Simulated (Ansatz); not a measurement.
```json
{"atom": "W", "x (Å)": "0.0000", "y (Å)": "0.0000", "z (Å)": "0.0000"}
{"atom": "F", "x (Å)": "0.0000", "y (Å)": "0.0000", "z (Å)": "2.6192"}
```

Basis set: pcseg-2 on F; def2-TZVPP on W (spherical functions, with the set's core potentials past Kr). Some runs use density fitting. Charge 0, multiplicity 2.

Computed with Ansatz (development build ahead of 0.2.0); each method stands on the lowest determinant of its kind that the runs found. Restricted functionals stand beside restricted open-shell atoms, which can lie above the unrestricted atoms usual in DFT and then raise those values.

**Question.** Give the atomization energy at this shape (free ground-state atoms in the same class of orbitals less the molecule, no zero-point energy) of doublet WF by PBE (unrestricted), PBE (restricted open-shell).

**Answer.**

```
                     method  atomization energy
         PBE (unrestricted)        238.5 kJ/mol
PBE (restricted open-shell)        133.5 kJ/mol
```

Caution: another spin multiplicity may lie lower. Caution for PBE (unrestricted): a free atom is spin contaminated; the unrestricted determinant is a mixture of spin states. Caution for PBE (restricted open-shell): an unrestricted determinant lies well below.

The shape needn't be a minimum at these levels.
